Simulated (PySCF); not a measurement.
# Basis and Hamiltonian dependence of the excitation energy of P

P [Ne] 3s2 3p3 (4S) → P [Ne] 3s1 3p3 4s1 (6S). Calculated with PySCF 2.14 from differences of total energies of unrestricted determinants, without spin-orbit coupling. Values in eV.

```csv
basis,Hamiltonian,functions,UHF,LDA,PBE0,MP2 (valence),CCSD(T) (valence),CCSD(T) (valence and next inner shell)
aug-cc-pVDZ-DK,spin-free X2C,27,10.865,12.819,12.652,11.995,12.288,n/a
aug-cc-pV(D+d)Z,non-relativistic,32,10.803,12.752,12.586,11.950,12.252,n/a
ANO-RCC-VTZP,spin-free X2C,34,12.777,14.419,14.358,14.064,14.329,n/a
def2-TZVPPD,non-relativistic,48,10.907,12.837,12.696,12.314,12.599,12.707
aug-cc-pVTZ-DK,spin-free X2C,50,10.775,12.756,12.595,12.208,12.487,n/a
aug-cc-pV(T+d)Z,non-relativistic,55,10.712,12.690,12.529,12.149,12.432,n/a
"aug-cc-pV(T+d)Z with one added diffuse shell each of s, p, d, f type",non-relativistic,71,10.435,12.533,12.327,11.927,12.218,n/a
aug-cc-pwCVTZ,non-relativistic,75,10.699,12.694,12.529,12.163,12.438,12.555
dyall-av3z,spin-free X2C,84,10.611,12.660,12.467,12.079,12.358,n/a
"x2c-QZVPPall with one added diffuse shell each of s, p, d, f type",spin-free X2C,86,10.668,12.699,12.511,12.229,12.472,12.597
"aug-cc-pCVTZ-DK with one added diffuse shell each of s, p, d, f type",spin-free X2C,91,10.494,12.605,12.399,11.997,12.281,n/a
dyall-acv3z,spin-free X2C,113,10.611,12.660,12.467,12.103,12.375,n/a
aug-cc-pCVQZ-DK,spin-free X2C,134,10.639,12.678,12.489,12.212,n/a,n/a
aug-cc-pV(5+d)Z,non-relativistic,136,10.537,12.587,12.389,12.163,n/a,n/a
```

Frozen in the all-electron rows: valence: [Ne]; valence and next inner shell: 1s2.

At UHF, ANO-RCC-VTZP lies more than 0.3 eV from the median of the rows with comparable relativity. Of these, ANO-RCC-VTZP has no diffuse functions of the l that the added or promoted electron needs.

The upper state lies above the first ionisation limit, but in LS coupling its spin forbids autoionisation to the ground ion. A Rydberg-like electron needs more diffuse functions than a valence basis has.
